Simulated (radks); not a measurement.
Coulomb parameter of the 4d shell of the rhodium ion Rh3+ in the model configuration [Kr] 4d5 5s1, as a second difference U = [E(n + 1) + E(n - 1) - 2 E(n)] / (1)^2 with all orbitals relaxed. "Bare": the charge of the atom changes with n. "Screened": the 5s shell takes up the change at fixed total charge, which measures U(4d,4d) + U(5s,5s) - 2 U(4d,5s). Calculated with a radial shooting solver on a logarithmic mesh with Libxc functionals: scalar-relativistic Kohn-Sham, PBE, spin-unpolarised, spherical densities, point nucleus.

case,configuration,E - E(n) (eV)
start,[Kr] 4d5 5s1,0.000
bare +1,[Kr] 4d6 5s1,-36.342
bare -1,[Kr] 4d4 5s1,51.138
screened +1,[Kr] 4d6,-10.887
screened -1,[Kr] 4d4 5s2,13.095

U(bare) = 14.796 eV, U(screened by 5s) = 2.208 eV, against the Slater integral F0(4d,4d) = 18.505 eV with frozen orbitals.
